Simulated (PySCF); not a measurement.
## Computed properties of ZnClBr, SMILES [Cl][Zn][Br]

ZnClBr, SMILES [Cl][Zn][Br]. Geometry: PBE0-D3(BJ)/def2-TZVP. The values are those of a single conformer. All values are computed for the isolated molecule unless a solvent is named; none is compared with measurement here.

**Structure.** The optimised structure has C∞v symmetry. All 4 harmonic modes at PBE0-D3(BJ)/def2-TZVP (PySCF) are real, so it is a minimum. With heavy atoms numbered as in [Zn:1]([Cl:2])[Br:3], the shortest bond between them is Zn1–Cl2 at 2.088 Å and the longest Zn1–Br3 at 2.221 Å.

**Vibrations.** The strongest infrared lines (harmonic, unscaled, degenerate partners summed) lie at 472 cm⁻¹ (69 km/mol, Zn 52 %, Cl 43 %), 93 cm⁻¹ (19 km/mol, Zn 59 %, Cl 29 %, Br 11 %), 271 cm⁻¹ (2 km/mol, Br 51 %, Cl 37 %, Zn 12 %). The softest mode is at 93 cm⁻¹ and the zero-point energy is 1.3 kcal/mol.

**Electronic structure.** M06-2X/def2-TZVPD (PySCF) places the frontier levels at -9.99 and -1.06 eV, a gap of 8.93 eV, and gives a dipole moment of 0.30 D and a mean polarisability of 57.7 bohr³.

**Excitations.** TDA-M06-2X/def2-SVPD (PySCF) has S1 at 5.79 eV (214 nm, f = 0.024, weak); the most intense of the 10 singlets computed lies at 6.52 eV (f = 0.11). Strengths of degenerate partners are summed. T1 (TDA) is at 5.50 eV, 0.29 eV under S1. No vertical singlet excitation falls in the visible range (under 3.1 eV).
